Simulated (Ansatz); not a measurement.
## Two structures, one formula

The two ends of one reaction step of Si$_{2}$H$_{8}$O$_{2}$, singlet (PBE0-D4/def2-TZVP).

A:

Si1  (0.339, 0.013, 0.387)
H2  (1.337, -0.614, -0.517)
O3  (-1.113, -0.712, 0.106)
Si4  (-2.409, -0.800, -0.876)
H5  (0.660, -0.247, 1.808)
H6  (0.198, 1.460, 0.095)
H7  (3.243, 1.537, 0.174)
O8  (2.799, 1.247, 0.975)
H9  (-2.856, 0.561, -1.280)
H10  (-3.510, -1.482, -0.151)
H11  (-2.082, -1.575, -2.103)
H12  (3.393, 0.612, 1.382)
(Å)

B:

```
atom    x (Å)    y (Å)    z (Å)
 Si1   0.3542   0.5166   1.4265
  H2   1.0373   1.0023  -2.4100
  O3  -0.6625  -0.5354   0.7098
 Si4  -1.4828  -0.9238  -0.6529
  H5   0.3488   0.1810   2.8705
  H6  -0.0831   1.9043   1.1615
  H7   1.4202   0.9178  -1.7737
  O8   1.8744   0.4263   0.8176
  H9  -1.9182   0.3065  -1.3641
 H10  -2.6721  -1.7212  -0.2654
 H11  -0.6188  -1.7309  -1.5512
 H12   2.4028  -0.3437   1.0315
```

Computed with Ansatz 0.2.0 (basis: def2-TZVPP); correlated methods freeze the cores. B3LYP uses VWN-RPA correlation.

Question: Which structure is lower at CCSD(T), and by how much? (To be estimated.)

Answer: Computed: B, by 0.846 eV (electronic energy, against the other). By their contacts, A is a complex of Si₂H₆O ([SiH3][O][SiH3]) + H₂O and B is a complex of Si₂H₆O₂ ([OH][SiH2][O][SiH3]) + H₂.

All methods give the same order:

```tsv
method	E(B) − E(A) (eV)
SPW92	-0.758
PBE-D4	-0.795
BLYP-D4	-0.876
r2SCAN-D4	-0.882
B97M-V	-0.847
PBE0-D4	-0.796
B3LYP-D4	-0.870
r2SCAN0-D4	-0.865
BHLYP-D4	-0.875
CAM-B3LYP-D4	-0.872
wB97X-V	-0.839
wB97M-V	-0.844
B2PLYP	-0.867
PBE-QIDH	-0.831
RPA on PBE	-0.822
HF	-0.862
MP2	-0.903
CCSD	-0.833
CCSD(T)	-0.846
```

T1 diagnostic: at most 0.012.

Labels in which every atom is bracketed show which atoms are joined, not bond orders.

For scale, one of the runs: CCSD(T)/def2-TZVPP, 258 basis functions, launched by `ansatz run in.yaml --threads 4 --pin off --events-out ev --progress --plain --max-ram 9574MiB`. Hardware: 4 CPU threads of an Intel Xeon, shared host. Wall time 2.6 min; peak host memory 5.7 GiB.
